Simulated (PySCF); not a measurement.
SMILES CCC[CH]O (C₄H₉O), doublet, B3LYP/def2-SVP optimised geometry.

```
14

C     -0.82     1.94    -1.25
C     -0.21     0.53    -1.30
C     -0.41    -0.27     0.00
C      0.22    -1.62     0.00
O      1.59    -1.62     0.00
H     -0.66     2.49    -2.19
H     -1.91     1.89    -1.07
H     -0.37     2.53    -0.43
H      0.87     0.60    -1.51
H     -0.65    -0.03    -2.15
H      0.01     0.31     0.84
H     -1.49    -0.38     0.20
H     -0.28    -2.47    -0.50
H      1.91    -2.53    -0.08
```

Density from unrestricted B3LYP/def2-TZVP in PySCF at that geometry.

Minimum of the electron density along straight lines between bonded atoms, close to the bond critical point (lines longer than 1.1 times the sum of covalent radii, or with two minima, are not listed):

```json
[
 {"bond": "C1–C2", "length / Å": "1.529", "ρ at the minimum / e bohr⁻³": "0.246", "∇²ρ there / e bohr⁻⁵": "-0.61", "position (fraction from the first atom)": "0.50"},
 {"bond": "C2–C3", "length / Å": "1.546", "ρ at the minimum / e bohr⁻³": "0.237", "∇²ρ there / e bohr⁻⁵": "-0.56", "position (fraction from the first atom)": "0.50"},
 {"bond": "C3–C4", "length / Å": "1.489", "ρ at the minimum / e bohr⁻³": "0.269", "∇²ρ there / e bohr⁻⁵": "-0.72", "position (fraction from the first atom)": "0.48"},
 {"bond": "C4–O5", "length / Å": "1.370", "ρ at the minimum / e bohr⁻³": "0.281", "∇²ρ there / e bohr⁻⁵": "-0.44", "position (fraction from the first atom)": "0.34"},
 {"bond": "C1–H6", "length / Å": "1.102", "ρ at the minimum / e bohr⁻³": "0.272", "∇²ρ there / e bohr⁻⁵": "-0.91", "position (fraction from the first atom)": "0.64"},
 {"bond": "C1–H7", "length / Å": "1.103", "ρ at the minimum / e bohr⁻³": "0.271", "∇²ρ there / e bohr⁻⁵": "-0.91", "position (fraction from the first atom)": "0.64"},
 {"bond": "C1–H8", "length / Å": "1.103", "ρ at the minimum / e bohr⁻³": "0.272", "∇²ρ there / e bohr⁻⁵": "-0.91", "position (fraction from the first atom)": "0.64"},
 {"bond": "C2–H9", "length / Å": "1.103", "ρ at the minimum / e bohr⁻³": "0.275", "∇²ρ there / e bohr⁻⁵": "-0.93", "position (fraction from the first atom)": "0.64"},
 {"bond": "C2–H10", "length / Å": "1.105", "ρ at the minimum / e bohr⁻³": "0.273", "∇²ρ there / e bohr⁻⁵": "-0.92", "position (fraction from the first atom)": "0.64"},
 {"bond": "C3–H11", "length / Å": "1.107", "ρ at the minimum / e bohr⁻³": "0.271", "∇²ρ there / e bohr⁻⁵": "-0.91", "position (fraction from the first atom)": "0.64"},
 {"bond": "C3–H12", "length / Å": "1.104", "ρ at the minimum / e bohr⁻³": "0.272", "∇²ρ there / e bohr⁻⁵": "-0.92", "position (fraction from the first atom)": "0.64"},
 {"bond": "C4–H13", "length / Å": "1.099", "ρ at the minimum / e bohr⁻³": "0.277", "∇²ρ there / e bohr⁻⁵": "-0.95", "position (fraction from the first atom)": "0.65"},
 {"bond": "O5–H14", "length / Å": "0.965", "ρ at the minimum / e bohr⁻³": "0.360", "∇²ρ there / e bohr⁻⁵": "-2.43", "position (fraction from the first atom)": "0.80"}
]
```
